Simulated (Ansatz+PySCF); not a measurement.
A calculation with PySCF 2.14.0.

```python
from pyscf import gto, scf

mol = gto.M(atom="""
Cr 0.000000 0.000000 0.000000
N 0.000000 0.000000 1.625520
""", basis='def2-svp', charge=0, spin=3)
mf = scf.UHF(mol)
mf.init_guess = 'atom'
mf.kernel()
while True:  # follow internal instabilities
    mo, _, stable, _ = mf.stability(return_status=True)
    if stable: break
    mf.kernel(mf.make_rdm1(mo, mf.mo_occ))
print(mf.converged, mf.e_tot, mf.spin_square()[0])
```

The script is written out from the run's settings.

Results

| Quantity | Value |
| --- | --- |
| Converged | yes |
| Total energy | -1097.49237 hartree |
| Spin squared of the determinant | 5.583 |

Caution: another spin multiplicity may lie lower; the unrestricted determinant is a mixture of spin states.
